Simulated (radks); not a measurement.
Q: The mean radii <r> (bohr) of the occupied orbitals of an atom or ion are listed with their occupations. Calculated with a radial shooting solver on a logarithmic mesh with Libxc functionals: scalar-relativistic Kohn-Sham, exchange-only LDA, spin-polarised, spherical densities, point nucleus.

| orbital | occ. | <r> |
|---|---|---|
| 1s up | 1 | 0.02509 |
| 1s down | 1 | 0.02509 |
| 2s up | 1 | 0.1075 |
| 2s down | 1 | 0.1075 |
| 2p up | 3 | 0.09428 |
| 2p down | 3 | 0.09428 |
| 3s up | 1 | 0.2856 |
| 3s down | 1 | 0.2856 |
| 3p up | 3 | 0.2835 |
| 3p down | 3 | 0.2835 |
| 3d up | 5 | 0.2601 |
| 3d down | 5 | 0.2601 |
| 4s up | 1 | 0.6544 |
| 4s down | 1 | 0.6543 |
| 4p up | 3 | 0.6933 |
| 4p down | 3 | 0.6930 |
| 4d up | 5 | 0.7672 |
| 4d down | 5 | 0.7661 |
| 5s up | 1 | 1.516 |
| 5s down | 1 | 1.514 |
| 5p up | 3 | 1.710 |
| 5p down | 2 | 1.713 |

Name the element and its charge. Open shells, if any, are filled with parallel spins first.

A: Z = 57, lanthanum, charge +4: La4+ in [Kr] 4d10 5s2 5p5. The 1s radius gives Z: for a bare nucleus <r> = (2 gamma + 1)/(2Z) with gamma = sqrt(1 - (Z/c)^2), 0.02473 bohr for Z = 57, and screening makes it slightly larger (0.02509 here). The occupations add up to 53, and the charge is Z minus that.
